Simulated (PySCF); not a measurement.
Molecule: `N(CC)=C1CCC1`, C$_{6}$H$_{11}$N.

Geometry (Å), atoms numbered from 1 in this order:
```xyz
18

C     2.8381   -0.0896   -0.7379
C     1.7047   -0.5676    0.1661
N     0.5473   -0.8656   -0.6334
C    -0.5491   -0.3000   -0.4371
C    -1.8616   -0.4610   -1.1473
C    -2.4676    0.5895   -0.1979
C    -1.1127    0.7349    0.5200
H     3.7492    0.0418   -0.1595
H     2.5757    0.8578   -1.2032
H     3.0146   -0.8210   -1.5216
H     1.5040    0.1806    0.9487
H     2.0021   -1.5051    0.6478
H    -2.2843   -1.4613   -1.0694
H    -1.8337   -0.1817   -2.1991
H    -2.8076    1.4958   -0.6939
H    -3.2690    0.2120    0.4335
H    -0.6496    1.7184    0.4423
H    -1.1092    0.4283    1.5656
```

Frames of a GFN2-xTB Langevin trajectory at 400 K; GIAO PBE0/pcSseg-1 shieldings in PySCF 2.14.0 with density-fitted response routines, gas phase, non-relativistic; equivalent atoms averaged within each frame.

References, each an isolated molecule treated in the same way: ¹³C (σref 186.93), ¹H (σref 31.72) against TMS; ¹⁵N (σref 267.73) vs NH3. The references are static minima.

**Question.** How do the shifts (ppm) fluctuate along the trajectory?

**Answer.** 
```
         time (fs)     C4    C2    C5    C7    C6    C1     N3  H11/H12  H15/H16  H17/H18
optimised geometry  170.5  50.7  39.4  33.7  13.3  18.9  374.4     3.53     1.92     2.89
               250  179.0  61.5  37.4  33.0  19.1  15.4  416.9     4.06     3.07     2.75
               425  175.4  51.2  50.5  40.4  16.1  17.8  351.2     3.45     2.12     3.55
               625  171.6  45.2  46.4  38.6  14.7  18.9  346.7     3.44     2.16     3.71
               800  190.9  48.9  41.6  42.3  18.1  14.8  389.3     3.77     2.38     4.03
              1000  171.8  55.7  41.6  46.3  12.2  14.6  382.9     4.18     1.75     4.10
    mean of frames  177.8  52.5  43.5  40.1  16.1  16.3  377.4     3.78     2.30     3.63
standard deviation    7.9   6.3   5.0   4.9   2.7   1.9   29.0     0.34     0.49     0.54
```

5 frames give an uncertainty of the mean of about the standard deviation over 2.2 at best, since frames this close in time may not be independent; classical motion lacks zero-point vibration, and the reference would need the same averaging.
